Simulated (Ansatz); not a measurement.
Tl2I⁺, relaxed as a triplet with UKS PBE0-D4/def2-SVP in Ansatz, starting from the PBE0-D4/def2-SVP geometry of the charge +1 singlet. Force threshold 0.02 eV/Å.

In the def2 sets I, Tl take a core potential; there is no spin–orbit coupling. In the triplet geometry the species has come apart into loosely held pieces. At PBE0-D4/def2-SVP a singlet of charge 1 lies 3.96 eV below the triplet, each at its own geometry. The structure comes from a short search, and lower isomers may exist.

Start:

Cartesian coordinates in Å:
```
Tl -0.4212 1.2483 2.6600
Tl 0.5514 -1.7338 -2.3455
I -0.1302 0.4855 -0.3145
```

| step | energy (eV) | largest force component (eV/Å) | SCF passes |
| --- | --- | --- | --- |
| 1 | -17483.3856 | 0.163 | 152 |
| 2 | -17483.3950 | 0.181 | 160 |
| 3 | -17483.5160 | 0.321 | 178 |
| 4 | -17483.6261 | 0.174 | 98 |
| 5 | -17483.6710 | 0.063 | 226 |
| 6 | -17483.7014 | 0.049 | 165 |
| 7 | -17483.7179 | 0.038 | 159 |
| 8 | -17483.7263 | 0.018 | 159 |
| 9 | -17483.7287 | 0.013 | 131 |

Force components are those of the run's own axes.

End:

```xyz
3

Tl   -0.638    1.954    3.293
Tl    0.641   -1.966   -3.285
I    -0.003    0.012   -0.008
```

Bonds lost: Tl1–I3, Tl2–I3 (atoms count from 1). The end holds 3 separate pieces.

The force fell under the threshold at step 8, but the optimiser went on and released 0.002 eV more. No frequencies were taken in this run, so the end may be a saddle point.

It took 2.1 min on 4 threads of Intel Xeon on a shared host.
